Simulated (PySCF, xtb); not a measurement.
Si(OSiH3)(F)3 (F₃H₃OSi₂), SMILES F[Si](F)(F)O[SiH3].

GFN2-xTB in xtb at its own geometry gives an orbital gap of 6.26 eV and a dipole moment of 3.12 D.

Coordinates come from a B3LYP-D3(BJ)/def2-SVP optimisation. One conformer was computed; it need not be the lowest.

Q: What does PBE/def2-TZVP (PySCF) give? (Estimate from the structure and the level; the computed values follow.)

A: gap 6.88 eV (levels -8.25 and -1.38 eV), dipole 2.17 D.
